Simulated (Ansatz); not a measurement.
Gas-phase electronic energies from Ansatz, PBE0-D4/def2-TZVP geometries. CCSD(T)/CBS is the MP2 limit (def2-TZVPP, def2-QZVPP) plus CCSD(T) − MP2 in def2-TZVPP, frozen cores. DFT in def2-TZVPP. def2 core potentials past Kr. For Ge, Te outer-core shells are correlated without core-valence functions, which leaves a few kJ/mol of doubt a bond. Scalar relativity is left out up to krypton. Each species was taken in one conformer, which may not be the lowest.

`C#[C][GeH]([NH2])[SH]` + `SC[TeH]` → `[NH2][GeH]([SH])[TeH]` + `C#CCS`  (formal exchange of groups at a Ge–C bond)

| level | ΔE (eV) |
| --- | --- |
| PBE0-D4 | -0.77 |
| ωB97X-V | -0.66 |
| r2SCAN | -0.72 |
| CCSD/def2-TZVPP | -0.57 |
| HF/def2-QZVPP | -0.69 |
| MP2/def2-QZVPP | -0.60 |
| HF/CBS(def2) | -0.69 |
| MP2/CBS(def2) | -0.62 |

**Question.** What does CCSD(T)/CBS give? (Best estimate.)

**Answer.** The calculation gave: -0.59 eV. The listed levels differ from it by -0.18, -0.07, -0.13, 0.02, -0.10, -0.01, -0.10, -0.03 eV.

Largest T1 diagnostic among the species: 0.012.

In def2-TZVPP, CCSD(T) changes the Hartree–Fock value by +0.14 eV (the triples alone add +0.02 eV) and MP2 by +0.12 eV.
